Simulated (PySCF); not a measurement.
The dipole of `ClC(Cl)C1COC1` from its density and from atomic charges.

Coordinates (GFN2-xTB, Å) and charges (e) from the PBE0/pcSseg-1 density (PySCF):

```csv
atom,x,y,z,Mulliken,IAO,Hirshfeld,ESP-fitted
Cl1,2.743,-0.184,-0.224,-0.0530,-0.0747,-0.0458,+0.0040
C2,1.231,0.725,0.006,-0.1869,-0.0892,+0.0383,-0.5925
Cl3,1.309,2.253,-0.904,-0.0535,-0.0753,-0.0461,+0.0033
C4,0.055,-0.097,-0.466,-0.3829,-0.1496,-0.0511,-0.1334
C5,-1.323,0.439,-0.050,+0.1869,-0.0456,+0.0057,+0.1595
O6,-1.548,-0.686,0.798,-0.5083,-0.4227,-0.1762,-0.4074
C7,-0.308,-1.290,0.432,+0.1866,-0.0457,+0.0058,+0.1670
H8,1.161,0.981,1.065,+0.1951,+0.1793,+0.0535,+0.3795
H9,0.161,-0.331,-1.525,+0.1497,+0.1580,+0.0418,+0.1855
H10,-2.060,0.496,-0.856,+0.1206,+0.1446,+0.0480,+0.0557
H11,-1.315,1.380,0.506,+0.1125,+0.1382,+0.0391,+0.0644
H12,0.345,-1.447,1.294,+0.1126,+0.1382,+0.0392,+0.0620
H13,-0.455,-2.237,-0.094,+0.1206,+0.1446,+0.0480,+0.0525
```

Question: Form Σ q r in debye for every column and set it beside the full dipole.

Answer: The full density gives (-0.35, -0.28, -0.23) D, 0.50 D in size; dipole vectors point from the negative to the positive end.

| scheme | μx | μy | μz | size (D) | share of the full size (%) | angle to the full dipole (°) |
| --- | --- | --- | --- | --- | --- | --- |
| Mulliken | -0.70 | -0.46 | -0.14 | 0.85 | 168 | 18 |
| IAO | 0.21 | -0.07 | -0.67 | 0.70 | 140 | 73 |
| Hirshfeld | 0.15 | 0.03 | -0.21 | 0.26 | 52 | 95 |
| ESP-fitted | -0.41 | -0.27 | -0.12 | 0.50 | 99 | 14 |

Question: Which set comes closest?

Answer: Length of the difference vector: ESP-fitted 0.13 D, Mulliken 0.40 D, Hirshfeld 0.59 D, IAO 0.74 D. Closest: ESP-fitted. ESP charges are fitted to the potential around the molecule, whose slowest-falling term is the dipole's. 

Question: What is left for the Hirshfeld atoms' own dipoles?

Answer: The shares of the density sum to the whole, so what Σ q r misses lies in dipoles about the nuclei. The atomic dipoles sum to (-0.35, -0.28, -0.23) − (0.15, 0.03, -0.21) = (-0.50, -0.31, -0.02) D, 0.59 D in size.

Question: With the origin at the mean of the coordinates, (0.000, 0.000, -0.001) Å, which are the largest single terms, by size, of the ESP-fitted dipole along the direction of the full one?

Answer: C2 +3.59, H8 -3.35, O6 -2.13, H9 +0.69, C7 +0.58 D; all 13 atoms together +0.48 D. The single terms depend on the origin, their sum doesn't.

Question: Give the size of the full dipole in other units.

Answer: 0.50 D = 0.198 au = 0.105 e·Å = 1.68 × 10⁻³⁰ C·m.

The structure is a single GFN2-xTB conformer in the gas phase; no vibrational or solvent corrections.

Conformer computed: `[Cl:1][CH:2]([Cl:3])[CH:4]1[CH2:5][O:6][CH2:7]1`: Cl1–C2–C4–C5 167°.
